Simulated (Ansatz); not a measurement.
Ansatz (an electronic-structure program) input (CCSD(T)/aug-cc-pV(D+d)Z):
A basis named .json is the Basis Set Exchange file of that set.

Ansatz 0.2 input:
```yaml
crystal:
  periodic: [false, false, false]
  atoms:
    - {symbol: N, position_ang: [-1.43470130, 1.34461493, -0.70484870]}
    - {symbol: Si, position_ang: [-1.24231777, -0.18762567, 0.02319127]}
    - {symbol: O, position_ang: [0.31600073, -0.68136946, 0.23729742]}
    - {symbol: Si, position_ang: [1.88260541, -0.20854003, 0.32712742]}
    - {symbol: H, position_ang: [-1.38126514, 2.20143401, -0.17890162]}
    - {symbol: H, position_ang: [-1.29869812, 1.49916321, -1.69047289]}
    - {symbol: H, position_ang: [-1.86562023, -1.19824211, -0.85246120]}
    - {symbol: H, position_ang: [-1.86819443, -0.11883608, 1.35866278]}
    - {symbol: H, position_ang: [2.72963092, -1.43159579, 0.34807468]}
    - {symbol: H, position_ang: [2.23502348, 0.63304783, -0.85380197]}
basis:
  gaussian:
    orbitals: aug-cc-pV_D+d_Z.json
magnetization: {spin_polarized: true, initial_magnetization: 1}
correlation: {method: ccsd_t, electrons: outside_noble_gas}
output: {forces: true}
```

End of the output:

```
perturbative correction -0.49554757 eV, -0.0182110372 hartree
the calculation of the forces begins
0.99 GiB of device memory are held for the factors and their scratch space
Total energy: -19358.55683240 eV, -711.4138418896 hartree
Atom 0 at    -1.434701     1.344615    -0.704849 Å, force    -0.214525     0.177476    -0.098465 eV/Å
Atom 1 at    -1.242318    -0.187626     0.023191 Å, force    -0.596397    -0.125273     0.107658 eV/Å
Atom 2 at     0.316001    -0.681369     0.237297 Å, force    -0.114097    -0.735335     0.108315 eV/Å
Atom 3 at     1.882605    -0.208540     0.327127 Å, force     0.854415     0.341056     0.064845 eV/Å
Atom 4 at    -1.381265     2.201434    -0.178902 Å, force     0.025596     0.338139     0.207664 eV/Å
Atom 5 at    -1.298698     1.499163    -1.690473 Å, force     0.055789     0.061496    -0.386396 eV/Å
Atom 6 at    -1.865620    -1.198242    -0.852461 Å, force    -0.055154    -0.077311    -0.070293 eV/Å
Atom 7 at    -1.868194    -0.118836     1.358663 Å, force    -0.060640     0.010826     0.104816 eV/Å
Atom 8 at     2.729631    -1.431596     0.348075 Å, force     0.059867    -0.057789     0.018128 eV/Å
Atom 9 at     2.235023     0.633048    -0.853802 Å, force     0.045144     0.066714    -0.056272 eV/Å
Dipole moment:    -0.037958     0.287788    -0.128800 e Å
```

It need not be the lowest isomer of its formula.
